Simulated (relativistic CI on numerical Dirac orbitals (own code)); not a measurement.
Calculated levels, V10+

These numbers are calculated, not measured: Dirac-Coulomb-Breit CI, orbitals from a KLI potential per configuration, model QED, valence Slater integrals scaled by 0.9, P86 correlation estimate, and configurations built on the next ion tied to the tabulated ionisation energy (semi-empirical) (own radial code, finite nucleus).

CI space (outside the closed core [Ne]): 3s2 3p, 3s2 3d, 3s2 4s, 3s2 4p, 3s2 4d, 3s2 5s, 3s2 4f, 3s 3p2, 3p3, 3s 3p 3d, 3p 3d2, 3p2 3d, 3s 3d2, 3p2 4s, 3p2 4p, 3s 3d 4s, 3s 3p 4s, 3s 3d 4p, 3s 3p 4p, 3p 3d 4s, 3p 3d 4p, 3s 3p 4d, 3s 3p 4f, 3s2 5p. Levels of other configurations are missing.

The lowest level is 3s2 3p 2P°_1/2, with 97 % of that term; Hund's rules for 3s2 3p give 2P° with J = 1/2, in agreement.

```tsv
No.	Configuration	Term	J	E (cm⁻¹)	%	Next component (%)	Lifetime (s)
1	3s2 3p	2P°	1/2	0	97	1 3p3 2P°	
2	3s2 3p	2P°	3/2	9659	97	1 3p3 2P°	1.24e-01
3	3s 3p2(3P)‡	4P	1/2	178062	99		8.58e-08
4	3s 3p2(3P)‡	4P	3/2	181778	99		4.29e-07
5	3s 3p2(3P)‡	4P	5/2	186875	99	1 2D	1.32e-07
6	3s 3p2(1D)‡	2D	3/2	231571	84	14 3s2 3d 2D	7.52e-10
7	3s 3p2(1D)‡	2D	5/2	232396	84	14 3s2 3d 2D	8.76e-10
8	3s 3p2(1S)‡	2S	1/2	287374	89	9 2P	8.58e-11
9	3s 3p2(3P)‡	2P	1/2	305412	88	9 2S	3.56e-11
10	3s 3p2(3P)‡	2P	3/2	310477	96	3 3p2 3d 2P	3.31e-11
11	3s2 3d	2D	3/2	359162	83	14 3s 3p2 2D	3.25e-11
12	3s2 3d	2D	5/2	359833	83	14 3s 3p2 2D	3.47e-11
13	3p3‡	2D°	3/2	458903	67	30 3s 3p 3d 2D°	3.01e-10
14	3p3‡	2D°	5/2	460316	69	30 3s 3p 3d 2D°	3.16e-10
15	3p3‡	4S°	3/2	468622	96	1 2P°	3.67e-11
16	3p3‡	2P°	1/2	509502	80	17 3s 3p 3d 2P°	7.94e-11
17	3p3‡	2P°	3/2	510534	76	18 3s 3p 3d 2P°	8.10e-11
18	3s 3p 3d‡	4F°	3/2	513259	99		5.71e-09
19	3s 3p 3d‡	4F°	5/2	515254	99		8.21e-09
20	3s 3p 3d‡	4F°	7/2	518187	99		9.47e-09
21	3s 3p 3d‡	4F°	9/2	522190	100		4.60e-02
22	3s 3p 3d‡	4P°	5/2	551165	78	19 4D°	4.50e-11
23	3s 3p 3d‡	4P°	3/2	553047	58	40 4D°	3.86e-11
24	3s 3p 3d‡	4D°	1/2	554602	68	31 4P°	3.30e-11
25	3s 3p 3d‡	4P°	1/2	558046	68	31 4D°	3.99e-11
26	3s 3p 3d‡	4D°	3/2	558886	59	41 4P°	3.48e-11
27	3s 3p 3d‡	4D°	7/2	559367	99		2.98e-11
28	3s 3p 3d‡	4D°	5/2	559404	80	19 4P°	3.18e-11
29	3s 3p 3d‡	2D°	3/2	571157	80	17 3p3 2D°	3.40e-11
30	3s 3p 3d‡	2D°	5/2	571300	79	16 3p3 2D°	3.44e-11
```

Energies count from the lowest computed level; ° marks odd parity; lifetimes are radiative, by E1, M1, E2, M2, E3 decay to levels of this space only. Percentages are summed over parent terms; the parents shown are those of the largest component, closed shells are left out there. ‡ marks configurations that were not tied to measured data.

The mean weight of the leading LS term, summed over parents, in these 30 levels is 85 %, and that of the leading jj configuration (from the same eigenvectors) 65 %, so LS coupling describes them better.

Configurations that consist of the next ion and one excited electron were tied to the tabulated ionisation energy; Rydberg ones are usually within 1,000 to 3,000 cm⁻¹ and the lowest ones within about 6,000 (9,000 in d shells), while levels on excited terms of the next ion carry the error of that term, and the other configurations can be misplaced by 10,000 cm⁻¹ or more. Rates follow the energies as ν³ (E1, M1) or ν⁵ (E2), so rates, branching and lifetimes can be off by large factors.

LS names give the leading component of a level, which can be under half, so a name can repeat, a term be missing and a line seem to break the LS rules.
